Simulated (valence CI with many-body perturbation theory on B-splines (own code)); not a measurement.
**I²²⁺: calculated level list**

Method: configuration interaction combined with many-body perturbation theory (CI+MBPT): three valence electrons over a frozen Dirac-Fock core [Ar] 3d10, radial functions for each j: 9 s, 9 p, 8 d, 6 f, 3 g, 1 h, with the one-electron correlation potential Σ1, the two-electron term Σ2, the three-electron term Σ3, Breit, model QED; selected CI, second order for the rest, scaled by the run's own slope (own B-spline code, finite nucleus).

No measured spectrum was set against this ion. As an estimate, levels hold to about 250 cm⁻¹ or 0.2 % of their energy and the worst to 1 %, as in measured heavy ions of charge 2 to 7; those with d or f electrons hold less well.

Levels 1 to 33 of 33, with energies above the lowest level, 4s2 4p 2P°_1/2. "Leading %" is the weight of the configuration and term that name the level; weights of strongly mixed levels are sums over their largest components and can fall short, so below about 35 % the name and the second component can differ from the true leading terms, or belong to a minority configuration. In the jj column 3d3/2^4 stands for four electrons in 3d with j = 3/2. Lifetimes count E1, E2, E3, M1 and M2 decay at the calculated energies, and are blank where another channel may lead or the interval is too uncertain; long ones can be off by a factor of two.

| No. | Configuration | Term | J | E (eV) | Leading % | Second component | Lifetime | Leading jj |
| --- | --- | --- | --- | --- | --- | --- | --- | --- |
| 1 | 4s2 4p | 2P° | 1/2 | 0.00 | 99 |  |  | 4s^2 4p1/2 (99 %) |
| 2 | 4s2 4p | 2P° | 3/2 | 15.51 | 98 |  | 56.4 μs | 4s^2 4p3/2 (98 %) |
| 3 | 4s 4p2 | 4P | 1/2 | 47.24 | 81 | 15 % 4s 4p2 2S | 294 ps | 4s 4p1/2^2 (84 %) |
| 4 | 4s 4p2 | 4P | 3/2 | 57.34 | 96 |  | 2.42 ns | 4s 4p1/2 4p3/2 (97 %) |
| 5 | 4s 4p2 | 4P | 5/2 | 61.42 | 63 | 35 % 4s 4p2 2D | 385 ps | 4s 4p1/2 4p3/2 (89 %) |
| 6 | 4s 4p2 | 2D | 3/2 | 68.40 | 80 | 14 % 4s 4p2 2P | 30.2 ps | 4s 4p1/2 4p3/2 (87 %) |
| 7 | 4s 4p2 | 2P | 1/2 | 72.36 | 69 | 17 % 4s 4p2 2S | 9.71 ps | 4s 4p1/2 4p3/2 (79 %) |
| 8 | 4s 4p2 | 2D | 5/2 | 76.37 | 59 | 36 % 4s 4p2 4P | 120 ps | 4s 4p3/2^2 (87 %) |
| 9 | 4s 4p2 | 2S | 1/2 | 87.86 | 67 | 26 % 4s 4p2 2P | 13.5 ps | 4s 4p3/2^2 (91 %) |
| 10 | 4s 4p2 | 2P | 3/2 | 88.81 | 83 | 10 % 4s 4p2 2D | 7.35 ps | 4s 4p3/2^2 (83 %) |
| 11 | 4s2 4d | 2D | 3/2 | 103.77 | 91 | 6 % 4s 4p2 2D | 4.36 ps | 4s^2 4d3/2 (91 %) |
| 12 | 4s2 4d | 2D | 5/2 | 106.52 | 93 | 5 % 4s 4p2 2D | 5.95 ps | 4s^2 4d5/2 (93 %) |
| 13 | 4p3 | 2P° | 3/2 | 118.97 | 37 | 29 % 4p3 4S° | 16.1 ps | 4p1/2^2 4p3/2 (92 %) |
| 14 | 4p3 | 4S° | 3/2 | 130.53 | 54 | 38 % 4p3 2D° | 11.6 ps | 4p1/2 4p3/2^2 (91 %) |
| 15 | 4p3 | 2D° | 5/2 | 131.24 | 83 | 14 % 4s 4p 4d 2D° | 28.3 ps | 4p1/2 4p3/2^2 (83 %) |
| 16 | 4p3 | 2P° | 1/2 | 138.39 | 92 | 5 % 4s 4p 4d 2P° | 12.5 ps | 4p1/2 4p3/2^2 (92 %) |
| 17 | 4s 4p 4d | 4F° | 3/2 | 140.32 | 88 | 8 % 4s 4p 4d 2D° | 85.8 ps | 4s 4p1/2 4d3/2 (93 %) |
| 18 | 4s 4p 4d | 4F° | 5/2 | 143.09 | 82 | 5 % 4s 4p 4d 4D° | 51.3 ps | 4s 4p1/2 4d3/2 (62 %) |
| 19 | 4s 4p 4d | 4F° | 7/2 | 147.86 | 78 | 13 % 4s 4p 4d 4D° | 31.6 ps | 4s 4p1/2 4d5/2 (75 %) |
| 20 | 4s 4p 4d | 4P° | 5/2 | 148.91 | 54 | 23 % 4s 4p 4d 4D° | 7.45 ps | 4s 4p1/2 4d5/2 (90 %) |
| 21 | 4p3 | 2P° | 3/2 | 148.95 | 30 | 19 % 4s 4p 4d 4D° | 8.53 ps | 4p3/2^3 (47 %) |
| 22 | 4s 4p 4d | 4D° | 1/2 | 150.13 | 78 | 12 % 4s 4p 4d 2P° | 3.98 ps | 4s 4p1/2 4d3/2 (86 %) |
| 23 | 4s 4p 4d | 4D° | 3/2 | 150.26 | 33 | 22 % 4p3 2P° | 5.97 ps | 4p3/2^3 (36 %) |
| 24 | 4s 4p 4d | 2F° | 5/2 | 155.85 | 71 | 10 % 4s 4p 4d 2D° | 10.2 ps | 4s 4p1/2 4d5/2 (60 %) |
| 25 | 4s 4p 4d | 4F° | 9/2 | 157.64 | 100 |  | 89.1 μs | 4s 4p3/2 4d5/2 (100 %) |
| 26 | 4s 4p 4d | 2D° | 3/2 | 157.70 | 57 | 18 % 4s 4p 4d 2P° | 5.36 ps | 4s 4p1/2 4d5/2 (36 %) |
| 27 | 4s 4p 4d | 4P° | 1/2 | 160.86 | 89 | 11 % 4s 4p 4d 4D° | 5.97 ps | 4s 4p3/2 4d3/2 (97 %) |
| 28 | 4s 4p 4d | 4D° | 5/2 | 161.05 | 62 | 10 % 4s 4p 4d 4P° | 4.75 ps | 4s 4p3/2 4d3/2 (86 %) |
| 29 | 4s 4p 4d | 4D° | 7/2 | 161.34 | 75 | 18 % 4s 4p 4d 4F° | 5.04 ps | 4s 4p3/2 4d5/2 (49 %) |
| 30 | 4s 4p 4d | 4P° | 3/2 | 161.36 | 58 | 38 % 4s 4p 4d 4D° | 5.39 ps | 4s 4p3/2 4d3/2 (83 %) |
| 31 | 4s 4p 4d | 2D° | 5/2 | 164.88 | 50 | 30 % 4s 4p 4d 4P° | 8.45 ps | 4s 4p3/2 4d5/2 (93 %) |
| 32 | 4s 4p 4d | 2D° | 3/2 | 168.27 | 50 | 32 % 4s 4p 4d 2P° | 4.27 ps | 4s 4p3/2 4d5/2 (38 %) |
| 33 | 4s 4p 4d | 2F° | 7/2 | 170.42 | 98 |  | 11.5 ps | 4s 4p3/2 4d5/2 (73 %) |

Names give the largest LS component (configuration and term), which can be under half, so a name can repeat, a term be missing and a line seem to break the LS rules; names also repeat where a configuration has a term twice.

The ionisation energy to 4s2 1S_0 of the next ion comes out as 684.93 eV (NIST: 683 ± 4 eV (theoretical)). All 33 levels together are meant to be complete up to 171.47 eV.
